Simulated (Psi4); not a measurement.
HClSi (SMILES [SiH]Cl), singlet, at a GFN2-xTB geometry; HF/cc-pVDZ in Psi4 1.11.

Here is a job for Psi4.
```
memory 2 GB

molecule mol {
0 1
  Si    0.793635   -0.215555    0.717313
  H     1.842392   -0.415410   -0.312898
  Cl   -0.761958    0.201951   -0.572322
}

set basis cc-pvdz
set reference rhf
set soscf true

energy('scf')
print_variables()
```

Q: Predict the main parts of the log of this Psi4 run.

A: 
```
   => Loading Basis Set <=

    Name: CC-PVDZ
    Role: ORBITAL
    Keyword: BASIS

         ---------------------------------------------------------
                                   SCF
               by Justin Turney, Rob Parrish, Andy Simmonett
                          and Daniel G. A. Smith
                              RHF Reference
         ---------------------------------------------------------

  ==> Geometry <==

    Molecular point group: cs
    Full point group: Cs

    Geometry (in Angstrom), charge = 0, multiplicity = 1:

       Center              X                  Y                   Z               Mass
    ------------   -----------------  -----------------  -----------------  -----------------
         SI          -0.863371413214     0.722018841959     0.000000000000    27.976926534650
         H           -1.930130360914    -0.309093818276     0.000000000000     1.007825032230
         CL           0.746370277863    -0.568744871089     0.000000000000    34.968852682000

  Running in cs symmetry.

  Rotational constants: A =      8.06159  B =      0.24794  C =      0.24054 [cm^-1]
  Rotational constants: A = 241680.24263  B =   7433.12023  C =   7211.32853 [MHz]
  Nuclear repulsion =   69.378093779721482

  Charge       = 0
  Multiplicity = 1
  Electrons    = 32
  Nalpha       = 16
  Nbeta        = 16

  ==> Algorithm <==

  SCF Algorithm Type is DF.
  DIIS enabled.
  MOM disabled.
  Fractional occupation disabled.
  Guess Type is SAD.
  Energy threshold   = 1.00e-06
  Density threshold  = 1.00e-06
  Integral threshold = 1.00e-12

  ==> Primary Basis <==

  Basis Set: CC-PVDZ
    Blend: CC-PVDZ
    Number of shells: 19
    Number of basis functions: 41
    Number of Cartesian functions: 43
    Spherical Harmonics?: true
    Max angular momentum: 2

   => Loading Basis Set <=

    Name: (CC-PVDZ AUX)
    Role: JKFIT
    Keyword: DF_BASIS_SCF

  ==> Integral Setup <==

  SCF_SUBTYPE=INCORE selected. In-core MEM_DF algorithm will be used.
  Using in-core AOs.

  ==> MemDFJK: Density-Fitted J/K Matrices <==

    J tasked:                   Yes
    K tasked:                   Yes
    wK tasked:                   No
    Algorithm:                 Core
    Schwarz Cutoff:           1E-12
    Mask sparsity (%):       0.0000
    Fitting Condition:        1E-10

   => Auxiliary Basis Set <=

  Basis Set: (CC-PVDZ AUX)
    Blend: CC-PVDZ-JKFIT
    Number of shells: 81
    Number of basis functions: 247
    Number of Cartesian functions: 285
[...]
     A"        11      11
   -------------------------
    Total      41      41
   -------------------------

  ==> Iterations <==

                           Total Energy        Delta E     RMS |[F,P]|

   @DF-RHF iter SAD:  -748.54837505618298   -7.48548e+02   0.00000e+00
   @DF-RHF iter   1:  -748.99807651561355   -4.49701e-01   3.72345e-03 ADIIS/DIIS
   @DF-RHF iter   2:  -749.00852582468110   -1.04493e-02   1.24165e-03 ADIIS/DIIS
   @DF-RHF iter   3:  -749.00978454622941   -1.25872e-03   3.60059e-04 SOSCF, nmicro=5
   @DF-RHF iter   4:  -749.00995389719264   -1.69351e-04   1.62419e-06 SOSCF, nmicro=5
   @DF-RHF iter   5:  -749.00995390002504   -2.83239e-09   1.73320e-08 SOSCF, nmicro=conv
  Energy and wave function converged.

  ==> Post-Iterations <==

    Orbital Energies [Eh]
    ---------------------

    Doubly Occupied:

[...]
      13Ap    -0.344436

    Virtual:

[...]
      30Ap     2.175213

    Final Occupation by Irrep:
             Ap   App
    DOCC [    13,    3 ]
    NA   [    13,    3 ]
    NB   [    13,    3 ]

  @DF-RHF Final Energy:  -749.00995390002504

   => Energetics <=

    Nuclear Repulsion Energy =             69.3780937797214818
    One-Electron Energy =               -1174.8928887254969595
    Two-Electron Energy =                 356.5048410457503678
    Total Energy =                       -749.0099539000251525

Computation Completed

Properties will be evaluated at   0.000000,   0.000000,   0.000000 [a0]

Properties computed using the SCF density matrix

 Multipole Moments:

 ------------------------------------------------------------------------------------
     Multipole            Electronic (a.u.)      Nuclear  (a.u.)        Total (a.u.)
 ------------------------------------------------------------------------------------

 L = 1.  Multiply by 2.5417464519 to convert [e a0] to [Debye]
 Dipole X            :          1.9980621           -2.5115130           -0.5134509
 Dipole Y            :         -0.0825636            0.2466228            0.1640592
 Dipole Z            :          0.0000000            0.0000000            0.0000000
 Magnitude           :                                                    0.5390243

 ------------------------------------------------------------------------------------

  Variable Map:
  ----------------------------------------------------------------------------
[...]
  Array Variable Map:
  ----------------------------------------------------------------------------
[...]
[...]
```
